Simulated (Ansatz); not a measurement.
The pair A = H2S (SMILES S) (first 3 atoms), B = H4OSi (SMILES O[SiH3]); geometry from B3LYP-D3(BJ)/def2-TZVP.
(charge 0, multiplicity 1):
```xyz
9

S      0.4593    -0.1280    -0.0294
H      0.2706     0.5953     1.0895
H     -0.8584    -0.2164    -0.2696
O     -0.0727     0.9886     3.2551
Si    -0.3552    -0.4938     3.9488
H      0.4856     1.6125     3.7256
H      0.8808    -1.3083     4.0100
H     -1.3590    -1.1492     3.0911
H     -0.8808    -0.3332     5.3266
```

Correlated levels freeze the cores.

Codes used: Ansatz (an electronic-structure program) with Gaussian orbitals. Values without a source in brackets are computed.

Total energies (hartree), monomers frozen at their geometry in the pair:

```csv
structure,HF/aug-cc-pV(D+d)Z,PBE/def2-TZVPPD,MP2/aug-cc-pV(D+d)Z
AB,-764.8789027,-766.1897177,-765.3567509
A in the pair's basis,-398.7023423,-399.2293462,-398.8596102
B in the pair's basis,-366.1763138,-366.9576801,-366.4938278
A,-398.7021971,-399.2292750,-398.8588637
B,-366.1759751,-366.9576352,-366.4929245
```

Task: Work out the interaction energy without and with the counterpoise correction, and the superposition error, for each level.

Result: 
E(AB) − E(A) − E(B), times 627.509 kcal/mol, with the monomers in their own basis and then in the pair's basis:
- HF/aug-cc-pV(D+d)Z: -0.46 uncorrected, -0.15 corrected; the monomers gain 0.30 kcal/mol from borrowed functions
- PBE/def2-TZVPPD: -1.76 uncorrected, -1.69 corrected; the monomers gain 0.07 kcal/mol from borrowed functions
- MP2/aug-cc-pV(D+d)Z: -3.11 uncorrected, -2.08 corrected; the monomers gain 1.04 kcal/mol from borrowed functions
